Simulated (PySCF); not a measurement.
# Ionisation energy of Sc+ by level of theory

Sc+ [Ar] 3d1 4s1 [3d3/2^1 4s1/2^1, M_J = 1] → Sc(2+) [Ar] 3d1 [3d3/2^1, M_J = 3/2], as a difference of total energies. Computed with PySCF 2.14 in x2c-QZVPPall-2c (11s9p5d3f2g, 102 functions), with the two-component X2C-1e Hamiltonian. Correlated levels: [Ne] frozen; the 8 highest virtual spinors dropped. "Screened" scales the spin-orbit matrix elements by Boettger's factors to mimic the two-electron term; Breit and QED terms are absent.

```csv
method,ionisation energy (eV)
GHF (spin-free),12.202
GMP2 (spin-free),12.803
GHF (screened spin-orbit),12.200
GMP2 (screened spin-orbit),12.796
```

Question: How much does correlation contribute at GMP2 (screened spin-orbit)?

Answer: 12.796 − (12.200) = 0.596 eV, measured against GHF (screened spin-orbit).

Errors of the correlated levels include the incompleteness of this basis and the frozen core.

The labels give the starting determinants; with spin-orbit coupling the two ends relaxed to ⟨J²⟩ = 3.84, ⟨L²⟩ = 6.01, ⟨S²⟩ = 2.00 and ⟨J²⟩ = 4.21, ⟨L²⟩ = 6.01, ⟨S²⟩ = 0.75.

The determinant of Sc+ and of Sc(2+) mixes levels of different J (the jj label is only the starting occupation), so the difference between spin-free and spin-orbit rows is not the physical spin-orbit shift.

For comparison: 12.800 eV (measured; NIST Atomic Spectra Database, ionization energies).
